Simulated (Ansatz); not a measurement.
The same path of C$_{2}$H$_{8}$FNSi$_{2}$ (14 atoms, charge 0, multiplicity 1) was run 3 times with different band settings. The coordinate that changes most is the dihedral Si5–C2–C3–F4.

These are results of RKS r2SCAN-D4/STO-3G in Ansatz, not measurements.

Relaxed end points:

```xyz
14
Properties=species:S:1:pos:R:3
N -0.404 -1.216 2.066
C -0.019 -0.935 0.836
C -0.475 -1.946 -0.273
F -0.485 -1.302 -1.525
Si 0.986 0.529 0.170
Si -0.293 2.059 -0.887
H 0.001 -0.436 2.692
H -1.482 -2.358 -0.020
H 0.243 -2.808 -0.293
H 2.025 0.016 -0.699
H 1.628 1.127 1.323
H 0.475 3.258 -1.141
H -0.783 1.559 -2.150
H -1.429 2.422 -0.069
```

```xyz
14
Properties=species:S:1:pos:R:3
N -0.596 -1.228 1.996
C -0.141 -0.916 0.796
C -0.659 -1.839 -0.363
F -1.539 -2.826 0.093
Si 1.034 0.486 0.296
Si -0.008 2.069 -0.927
H -0.155 -0.515 2.677
H 0.233 -2.301 -0.866
H -1.154 -1.190 -1.135
H 2.134 -0.093 -0.449
H 1.565 1.037 1.526
H 0.905 3.145 -1.247
H -0.503 1.514 -2.166
H -1.128 2.627 -0.202
```

Common settings: movable images 5; climbing image yes; optimiser quadratic models (default); start path IDPP; end points relaxed.

| run | spring | force threshold | iteration limit |
| --- | --- | --- | --- |
| 1 | 5.0 eV/Å² | 0.05 eV/Å | 33 |
| 2 | 5.0 eV/Å² | 0.5 eV/Å | 33 |
| 3 | 0.5 eV/Å² | 0.05 eV/Å | 32 |

(1) What does each run give, and how far can it be trusted?

Answers

(1) Run 1: converged after 7 iterations, highest image 0.119 eV above the first end. A vibrational analysis at the climbing image gives one clearly imaginary mode, 66i cm⁻¹: a first-order saddle point.
Run 2: converged after 2 iterations, highest image 0.133 eV above the first end. The threshold of 0.5 eV/Å is loose, so the images may lie well off the minimum-energy path. The order of the stationary point at the top wasn't checked.
Run 3: converged after 7 iterations, highest image 0.119 eV above the first end. Another band between the same ends (5 images) ends at a top of the same energy, where a vibrational analysis finds 1 clearly imaginary mode.
Limits of this set-up: minimal basis.
